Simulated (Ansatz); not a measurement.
Relaxation of FH₄Sn (6 atoms, charge 0, multiplicity 2), to a largest force component of 0.03 eV/Å in at most 50 steps.

The calculation used UKS LDA/def2-SVP (Ansatz 0.2.0).

```xyz
6
Properties=species:S:1:pos:R:3
Sn -0.166 0.000 0.429
H 1.222 0.000 1.502
H 1.410 0.000 -0.533
H -0.865 1.453 -0.139
H -0.865 -1.453 -0.139
F -0.733 0.000 2.341
```

Q: Where does it end, and by what steps?

A: It converged. After 8 steps the energy has fallen by 0.189 eV; F6 moved furthest, 0.45 Å.

```tsv
step	energy less start (eV)	largest force component (eV/Å)	accepted
0	0.0000	0.644	yes
1	-0.0597	0.652	yes
2	-0.0855	0.773	yes
3	-0.1224	0.539	yes
4	-0.1753	0.319	yes
5	-0.1881	0.046	yes
6	-0.1886	0.040	yes
7	-0.1887	0.039	yes
8	-0.1889	0.006	yes
```

```xyz
6
Properties=species:S:1:pos:R:3
Sn -0.196 0.000 0.684
H 1.428 0.000 1.299
H 1.362 0.000 -0.774
H -0.703 1.458 -0.058
H -0.703 -1.458 -0.058
F -1.186 0.000 2.369
```

Whether the end is a true minimum wasn't checked by a vibrational analysis.

Time of the run: 6.9 s on 1 thread of Intel(R) Xeon(R) 6975P-C (Granite Rapids), on a shared host, peak memory 0.13 GiB.
